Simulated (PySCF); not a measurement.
# How methods differ on the excitation energy of Ca⁺

Ca⁺ [Ar] 4s1 (2S) → Ca⁺ [Ar] 4p1 (2P), as a difference of total energies. Computed with PySCF 2.14 in dyall-av3z (25s18p5d4f, 132 functions), with scalar relativity by spin-free X2C-1e. The calculations carry no spin-orbit coupling.

```csv
method,excitation energy (cm⁻¹)
UHF,23637
LDA,24080
PBE,22650
PBE0,22943
r2SCAN,22193
MN15,23552
TPSS,21571
r2SCAN0,23015
```

For comparison: 25340 cm⁻¹ (measured; NIST levels, between the centres of gravity of the two terms).
